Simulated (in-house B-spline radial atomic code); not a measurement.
**Binding energies in Ir**

NIST's tabulated ground configuration is [Xe] 4f14 5d7 6s2; each binding energy is the energy of the ion with one electron taken from that subshell, relaxed, less that of the parent. Computed with a B-spline radial code for spherical atoms: Dirac-Kohn-Sham PBE, spherical fractional occupations, Fermi nucleus of rms radius 5.4032 fm. Energies include first-order Breit, QED and recoil terms.

```json
{"subshell": "1s", "X-ray name": "K", "binding energy (eV)": "76215", "-ε (eV)": "75983.0", "relaxation (eV)": "-586.5"}
{"subshell": "2s", "X-ray name": "L1", "binding energy (eV)": "13339.5", "-ε (eV)": "13282.8", "relaxation (eV)": "-105.9"}
{"subshell": "2p1/2", "X-ray name": "L2", "binding energy (eV)": "12817.5", "-ε (eV)": "12727.4", "relaxation (eV)": "-137.6"}
{"subshell": "2p3/2", "X-ray name": "L3", "binding energy (eV)": "11186.2", "-ε (eV)": "11099.9", "relaxation (eV)": "-116.2"}
{"subshell": "3s", "X-ray name": "M1", "binding energy (eV)": "3126.2", "-ε (eV)": "3106.5", "relaxation (eV)": "-29.7"}
{"subshell": "3p1/2", "X-ray name": "M2", "binding energy (eV)": "2879.7", "-ε (eV)": "2856.9", "relaxation (eV)": "-32.1"}
{"subshell": "3p3/2", "X-ray name": "M3", "binding energy (eV)": "2523.7", "-ε (eV)": "2500.5", "relaxation (eV)": "-28.7"}
{"subshell": "3d3/2", "X-ray name": "M4", "binding energy (eV)": "2114", "-ε (eV)": "2082.4", "relaxation (eV)": "-35.1"}
{"subshell": "3d5/2", "X-ray name": "M5", "binding energy (eV)": "2037", "-ε (eV)": "2005.4", "relaxation (eV)": "-33.8"}
{"subshell": "4s", "X-ray name": "N1", "binding energy (eV)": "673.4", "-ε (eV)": "662.7", "relaxation (eV)": "-13.0"}
{"subshell": "4p1/2", "X-ray name": "N2", "binding energy (eV)": "568.1", "-ε (eV)": "557.2", "relaxation (eV)": "-12.9"}
{"subshell": "4p3/2", "X-ray name": "N3", "binding energy (eV)": "484.1", "-ε (eV)": "472.9", "relaxation (eV)": "-12.2"}
{"subshell": "4d3/2", "X-ray name": "N4", "binding energy (eV)": "311.2", "-ε (eV)": "299.7", "relaxation (eV)": "-11.9"}
{"subshell": "4d5/2", "X-ray name": "N5", "binding energy (eV)": "295.6", "-ε (eV)": "284.0", "relaxation (eV)": "-11.7"}
{"subshell": "5s", "X-ray name": "O1", "binding energy (eV)": "104.2", "-ε (eV)": "97.7", "relaxation (eV)": "-6.9"}
{"subshell": "4f5/2", "X-ray name": "N6", "binding energy (eV)": "74.99", "-ε (eV)": "63.77", "relaxation (eV)": "-11.02"}
{"subshell": "4f7/2", "X-ray name": "N7", "binding energy (eV)": "71.86", "-ε (eV)": "60.65", "relaxation (eV)": "-10.91"}
{"subshell": "5p1/2", "X-ray name": "O2", "binding energy (eV)": "70.87", "-ε (eV)": "64.56", "relaxation (eV)": "-6.56"}
{"subshell": "5p3/2", "X-ray name": "O3", "binding energy (eV)": "57.1", "-ε (eV)": "50.98", "relaxation (eV)": "-6.21"}
{"subshell": "5d", "X-ray name": "O4,5", "binding energy (eV)": "12.23", "-ε (eV)": "7.17", "relaxation (eV)": "-5.03"}
{"subshell": "6s", "X-ray name": "P1", "binding energy (eV)": "9.85", "-ε (eV)": "6.34", "relaxation (eV)": "-3.55"}
```

Relaxation = -ε minus the binding energy without Breit, QED and recoil terms. With a density functional, K lines can miss by some tenths of a per cent, more in light atoms. For a density functional the relaxation so defined is negative, because -ε of a Kohn-Sham level is smaller than the binding energy.

Emission lines follow as differences of binding energies, with λ = 12398.42 eV·Å / E:

```
 line          holes  energy (eV)  wavelength (Å)
 K-L3     1s → 2p3/2      65028.8         0.19066
 K-L2     1s → 2p1/2      63397.5         0.19557
 K-M3     1s → 3p3/2      73691.3         0.16825
L3-M5  2p3/2 → 3d5/2       9149.2          1.3551
L2-M4  2p1/2 → 3d3/2      10703.5          1.1584
L1-M3     2s → 3p3/2      10815.8          1.1463
L3-M1     2p3/2 → 3s       8060.0          1.5383
L2-N4  2p1/2 → 4d3/2      12506.3         0.99137
M5-N7  3d5/2 → 4f7/2       1965.1          6.3092
M4-N6  3d3/2 → 4f5/2       2039.0          6.0806
```

Q: What screening constant σ does Moseley's law, E = (3/4)·13.6057 eV·(Z - σ)², need for K-L3?

A: σ = -2.83.

Moseley's non-relativistic formula needs a falling, then negative, screening constant for heavy elements, because relativity binds the 1s electron more strongly than the formula allows.

Q: What does it cost to remove both a 4p3/2 and a 4d3/2 electron?

A: 821.23 eV, which is 25.92 eV more than the two single binding energies together.

Q: What does it cost to remove both a 2s and a 4p1/2 electron?

A: 13944 eV, which is 35.93 eV more than the two single binding energies together.

Q: What does it cost to remove both a 4f5/2 and a 5p1/2 electron?

A: 161.92 eV, which is 16.06 eV more than the two single binding energies together.
